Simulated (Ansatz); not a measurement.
Gd(NH2)3 in a box, plane waves

Ansatz 0.2.0, DFT PBE+U, scalar-relativistic, plane waves, PAW, molecule in a box. The geometry was relaxed with Gaussian bases (PBE0; Gd lcecp-1-SVP with ECP53, N def2-SVP, H def2-SVP).

```yaml
crystal:
  lattice:
    - [13.91, 0.0, 0.0]
    - [0.0, 14.67, 0.0]
    - [0.0, 0.0, 9.64]
  atoms:
    - { symbol: Gd, position: [0.47621495, 0.49966121, 0.51577697], spin: 7.0 }
    - { symbol: "N", position: [0.63261682, 0.50071779, 0.48281432] }
    - { symbol: H, position: [0.67681884, 0.55615542, 0.4769668] }
    - { symbol: H, position: [0.6763839, 0.44584049, 0.46680498] }
    - { symbol: "N", position: [0.39682171, 0.6289816, 0.52719606] }
    - { symbol: H, position: [0.32404098, 0.63719905, 0.53296784] }
    - { symbol: H, position: [0.42403666, 0.69355624, 0.52224896] }
    - { symbol: "N", position: [0.39634579, 0.37066462, 0.50183817] }
    - { symbol: H, position: [0.32350827, 0.36230607, 0.50520643] }
    - { symbol: H, position: [0.42340043, 0.30674847, 0.48649378] }
basis:
  ecutwfc: 420
  ecutrho_ratio: 4
kpoints:
  mp_grid: { grid: [1, 1, 1] }
hamiltonian:
  xc: pbe
  hubbard: { sites: [{ species: Gd, l: f, u_eff: 5.0 }] }
scf:
  occupations: { method: gaussian, width: 0.01 }
output:
  forces: true
  eigenvalues: true
  populations: true
  hubbard: { sites: [{ species: Gd, l: f }] }
magnetization:
  spin_polarized: true
```

Command:
```sh
ansatz run input.yaml --threads 2 --pin off --max-ram 5120MiB --backend cpu --events-out ev --progress --plain --runs-dir out
```
It took 18 s on 2 threads of Intel(R) Xeon(R) Platinum 8375C CPU @ 2.90GHz (Ice Lake), on a shared host, peak memory 1.5 GiB.

**Question.** How does the SCF go?

**Answer.** 
```
SCF iter   1: F=—  HF=-10594.297336 eV  |F-HF|=—  |Δ(HF+E_count)|=         —  Δρ=2.08e-2 (↑1.90e-2 ↓2.08e-2)
Mixer restart at iter 1: flushing history
preconditioner: auto → Resta (q_TF=auto, 1.419 Å⁻¹)  ε∞=1.1  [insulator: Δε(μ)=5.455 eV  Ē_g=11.322 eV  σ=0.010 eV  W_gap=1.00  n_
spin=Collinear: Resta preconditioning applied to the charge; magnetization (m = ρ↑ − ρ↓) channel mixes plain (no charge-response k
SCF iter   2: F=—  HF=-10583.230453 eV  |F-HF|=—  |Δ(HF+E_count)|=    1.11e1  Δρ=7.78e-3 (↑7.02e-3 ↓7.78e-3)
...
SCF iter   7: F=—  HF=-10582.625599 eV  |F-HF|=—  |Δ(HF+E_count)|=   2.58e-4  Δρ=4.23e-5 (↑4.16e-5 ↓4.23e-5)
SCF iter   8: F=—  HF=-10582.625640 eV  |F-HF|=—  |Δ(HF+E_count)|=   4.13e-5  Δρ=2.57e-5 (↑2.21e-5 ↓2.57e-5)
SCF iter   9: F=—  HF=-10582.625637 eV  |F-HF|=—  |Δ(HF+E_count)|=   2.92e-6  Δρ=8.29e-6 (↑8.29e-6 ↓7.03e-6)
SCF iter  10: F=—  HF=-10582.625639 eV  |F-HF|=—  |Δ(HF+E_count)|=   1.35e-6  Δρ=1.57e-6 (↑1.57e-6 ↓1.51e-6)
SCF iter  11: F=-10582.625639 eV  HF=-10582.625639 eV  |F-HF|=1.64e-11  |Δ(HF+E_count)|=   3.39e-8  Δρ=6.03e-7 (↑4.89e-7 ↓6.03e-7)
```

**Question.** Which levels lie next to the highest filled one (eV, counted from it)?

**Answer.** Filled: -2.38, -2.38, -2.29, -2.29, -0.37, -0.36, -0.36, -0.35, -0.07, 0.00. Empty: 2.79, 3.11, 4.32, 4.39, 4.41, 4.42, 4.42, 4.46.

**Question.** How is the f shell of Gd1 filled?

**Answer.** Natural occupations, full = 1; up: 1.00, 1.00, 1.00, 1.00, 1.00, 1.00, 1.00; down: 0.00, 0.01, 0.01, 0.01, 0.01, 0.01, 0.01; in all 7.04 e.

**Question.** What forces are left at this geometry, relaxed with Gaussian bases (eV/Å)?

**Answer.** 
```
Gd   0.00 -0.01  0.00
N   -0.08  0.00  0.00
H    0.01  0.07  0.01
H    0.01 -0.07 -0.01
N    0.05 -0.06 -0.03
H   -0.07 -0.03  0.01
H    0.05  0.03  0.01
N    0.04  0.07 -0.01
H   -0.07  0.03  0.01
H    0.06 -0.04  0.00
```

The open shells may stand above their lowest state.

The highest of the empty levels listed lie near the vacuum level and may be states of the box.

The forces come from the other functional as well as from the basis.

An lcecp potential fixes the number of 4f electrons, so in runs with it no electron can move into or out of that shell.
